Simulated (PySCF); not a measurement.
CH₄Cl₆Si₃, SMILES [Si](Cl)(Cl)(C[SiH2][Si](Cl)(Cl)Cl)Cl, GFN2-xTB optimised geometry.

```
14

Cl    -4.84    -0.71     1.58
Si    -2.98    -0.61     0.79
Cl    -2.59    -2.35    -0.16
Cl    -2.90     0.90    -0.54
C     -1.70    -0.33     2.18
Si     0.12    -0.79     1.82
Si     0.95     0.41     0.00
Cl     0.37    -0.39    -1.78
Cl     2.98     0.41     0.00
Cl     0.37     2.35     0.00
H     -1.74     0.72     2.47
H     -2.01    -0.89     3.06
H      0.88    -0.47     3.04
H      0.21    -2.23     1.60
```

Density from CAM-B3LYP/def2-TZVP in PySCF at that geometry.

Minimum of the electron density along straight lines between bonded atoms, close to the bond critical point (lines longer than 1.1 times the sum of covalent radii, or with two minima, are not listed):

| bond | length / Å | ρ at the minimum / e bohr⁻³ | ∇²ρ there / e bohr⁻⁵ | position (fraction from the first atom) |
|---|---|---|---|---|
| Cl1–Si2 | 2.021 | 0.108 | 0.24 | 0.64 |
| Si2–Cl3 | 2.020 | 0.108 | 0.24 | 0.37 |
| Si2–Cl4 | 2.020 | 0.108 | 0.24 | 0.37 |
| Si2–C5 | 1.906 | 0.122 | (withheld) | 0.39 |
| C5–Si6 | 1.914 | 0.112 | 0.13 | 0.61 |
| Si6–Si7 | 2.330 | (withheld) | -0.16 | 0.37 |
| Si7–Cl8 | 2.030 | 0.106 | 0.23 | 0.37 |
| Si7–Cl9 | 2.031 | 0.106 | 0.23 | 0.37 |
| Si7–Cl10 | 2.031 | 0.106 | 0.23 | 0.37 |
| C5–H11 | 1.090 | 0.272 | -0.90 | 0.64 |
| C5–H12 | 1.090 | 0.272 | -0.90 | 0.64 |
| Si6–H13 | 1.470 | 0.125 | 0.17 | 0.49 |
| Si6–H14 | 1.467 | 0.126 | 0.16 | 0.49 |

Q: Some entries are withheld; supply them.

A: 
- Si2–C5, ∇²ρ there / e bohr⁻⁵: 0.08
- Si6–Si7, ρ at the minimum / e bohr⁻³: 0.099
